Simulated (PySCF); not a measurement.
**Predicted spectroscopic data**

- shieldings: GIAO PBE0/pcSseg-1
- geometry: GFN2-xTB
- program: PySCF 2.14
- in vacuum, non-relativistic Hamiltonian, rapidly exchanging positions averaged, one conformer

δ = σ(ref) − σ, references computed at the same level: 1H (31.72 ppm) and 13C (186.93 ppm) vs TMS. Splittings of carbon signals by F and P are missing where no couplings were computed. Where no couplings were computed, multiplicities follow the n + 1 count of equivalent neighbours, and m marks all less simple cases (inequivalent or close neighbours, rings, F or P nearby). Shifts are as computed. Against solution values, carbons near 30 ppm lie about +3 ppm off and those near 130 ppm about +5 ppm; carbons on Cl a further +6 ppm. Of 1211 compounds with measured shifts, 218 miss one by over three times the rms of a fit or turn the order of signals round; such compounds aren't used in these exercises. Carbons bonded to Cl come out too deshielded. OH and NH positions are gas-phase values without hydrogen bonding to other molecules.

**1.** SMILES N[SiH2][Si@@H]1O[C@@H]2CC[C@H]1C2, C$_{5}$H$_{13}$NOSi$_{2}$. 1H NMR (400 MHz, computed): δ 5.36 (m, 1H), 5.13 (m, 1H), 4.95 (m, 1H), 4.50 (m, 1H), 1.86 (m, 1H), 1.80 (m, 1H), 1.74 (m, 1H), 1.73 (m, 1H), 1.65 (m, 1H), 1.36 (m, 1H), 1.29 (m, 1H), -0.38 (br s, 2H). 13C{1H} NMR (computed): δ 78.8, 39.3, 37.3, 30.7, 26.9.

**2.** `C=C/C(Cl)=C(/CC)C(=O)F`, C$_{7}$H$_{8}$ClFO. 1H NMR (400 MHz, computed): δ 7.58 (m, 1H), 6.53 (m, 1H), 6.08 (m, 1H), 2.88 (q, 2H), 1.09 (t, 3H). 13C{1H} NMR (computed): δ 164.9 (C), 162.9 (C), 141.1 (CH), 135.3 (C), 134.9 (CH2), 32.3 (CH2), 14.6 (CH3).
